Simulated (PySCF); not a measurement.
## Indirect couplings

Bonds: Ge1-C3 1.939 Å, Ge1-C7 1.939 Å, Ge1-F11 1.754 Å. Ge1 carries H2; C3 carries H4, H5, H6; C7 carries H8, H9, H10.

Indirect spin–spin couplings were computed at PBE/pcJ-1 (pcSseg-1 on Ge) (spin–dipole term only in couplings to heteroatoms) (PySCF 2.14) on a PBE0-D3(BJ)/def2-SVP structure, for the isolated molecule, without vibrational or relativistic corrections. Couplings are averaged over pairs made equivalent by symmetry, fast rotation or ring inversion, so a value needn't be that of the named pair in this geometry, while other rotamers aren't included; one pair stands for each set, and the list holds those of at least 1.5 Hz over up to four bonds.

Isotopes: 13C, 1H, 19F.

| pair | bonds | J (Hz) |
| --- | --- | --- |
| C3, H4 | 1 | 124.5 |
| H2, C3 | 2 | ? |
| H2, F11 | 2 | 31.2 |
| C3, C7 | 2 | 4.3 |
| C3, F11 | 2 | ? |
| H4, H5 | 2 | -12.0 |
| H4, F11 | 3 | 5.0 |

Q: Estimate the withheld couplings, with signs.

A: 
- 2J(H2,C3) = 14.6 Hz (angle at Ge1 113°)
- 2J(C3,F11) = 3.1 Hz (angle at Ge1 106°)

Relativistic effects of the heavier atoms present are left out.
